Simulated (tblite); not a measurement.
Calculated harmonic vibrations of the isolated species, GFN2-xTB (tblite), most abundant isotopes, no scaling. Against measured fundamentals such values can be off by several per cent, at times by over 20. Modes of hydrogen on germanium, phosphorus and silicon can be 10 to 20 % off. One conformer each. Thermal functions are those of the rigid rotor and harmonic oscillator, without mixing of conformers.

Question: Order these by their heat capacity Cp at 298.15 K, highest first (cal/(mol K)).
A. `C#[C][GeH2][N]=C`
B. `CC1=CC(C)=PC=P1`
C. `CCPc1ccsc1`
D. `CCC(=O)F`
E. `F[SiH2]C(Cl)Cl`

Answer: C (35.3), B (34.6), A (27.3), E (24.9), D (20.3).

```csv
SMILES,atoms,mass (u),symmetry number,modes under 300 cm⁻¹,ZPE (kcal/mol),S translation (cal/(mol K)),S rotation,S vibration,S,Cp
CCPc1ccsc1,17,144.02,1,6,81.4,40.8,29.5,25.7,96.0,35.3
Cc1cc(C)pcp1,16,142.01,2,6,75.5,40.8,27.9,24.3,93.0,34.6
C#[C][GeH2][N]=C,10,128.96,1,4,38.7,40.5,27.1,17.4,84.9,27.3
F[SiH2]C(Cl)Cl,8,131.94,1,5,23.2,40.6,28.4,17.2,86.1,24.9
CCC(=O)F,10,76.03,1,3,47.7,38.9,25.5,11.5,75.9,20.3
```

Entropies and Cp are for 298.15 K and 1 bar.
